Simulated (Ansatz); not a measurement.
Abridged output of a molecular run in Ansatz:

```
Functional definition: HF
1529 factors; integrals over basis functions are off by at most 1.3e-3 eV
mean field evaluation 1: about -80887.9500 eV, gradient 3.2e1 eV
mean field evaluation 2: about -80888.1978 eV, gradient 3.2e1 eV
mean field evaluation 4: about -80891.2998 eV, gradient 3.4e0 eV
mean field evaluation 8: about -80891.3557 eV, gradient 2.3e-1 eV
mean field -80891.35600361 eV, -2972.7025030021 hartree, gradient 3.1e-6 eV, S^2 0.000000; 0 other end points of the search recorded, 0 dependent functions left out
20 core orbitals not correlated: weight in the atoms' cores, before any rotation towards them, 1.000 or more for the frozen orbitals, at most 0.000 for the correlated occupied ones
reference -80891.35600361 eV, -2972.7025030021 hartree; 17, 17 occupied and 224, 224 virtual orbitals, 1529 factors
second order -18.18506424 eV of doubles, -0.00000000 eV of singles
cycle   1  -18.90414488 eV  change   -7.2e-1 eV  update   9.6e-2
cycle   2  -19.47238415 eV  change   -5.7e-1 eV  update   2.8e-2
cycle   3  -19.52844257 eV  change   -5.6e-2 eV  update   1.1e-2
cycle   4  -19.52041653 eV  change    8.0e-3 eV  update   2.9e-3
cycle   5  -19.52056808 eV  change   -1.5e-4 eV  update   1.1e-3
cycle   6  -19.52014950 eV  change    4.2e-4 eV  update   3.2e-4
cycle   7  -19.52006946 eV  change    8.0e-5 eV  update   1.0e-4
cycle   8  -19.52012049 eV  change   -5.1e-5 eV  update   3.9e-5
cycle   9  -19.52012479 eV  change   -4.3e-6 eV  update   1.4e-5
perturbative correction -0.75138893 eV, -0.0276130337 hartree
Total energy: -80911.62751733 eV, -2973.4474673908 hartree
```

Its atoms:

```xyz
11

Al    0.648    0.775   -1.204
C    -0.009    0.978    0.684
Si   -0.908   -0.611    0.810
Se    0.067   -1.854   -0.948
H     2.219    0.790   -1.455
H    -0.390    1.170   -2.345
H    -0.656    1.843    0.850
H     0.836    1.019    1.377
H    -0.778   -1.451    2.029
H    -2.326   -0.552    0.381
H     1.296   -2.107   -0.180
```

Task: Which basis set was used?
A. cc-pV(Q+d)Z
B. cc-pV(D+d)Z
C. def2-TZVPPD
D. def2-TZVPP

Result: D. It gives 261 functions.

Task: Write the keys of the input that set method, charge and spin (a neutral closed shell needs none for the last two).

Result: 
```yaml
correlation: {method: ccsd_t}
```
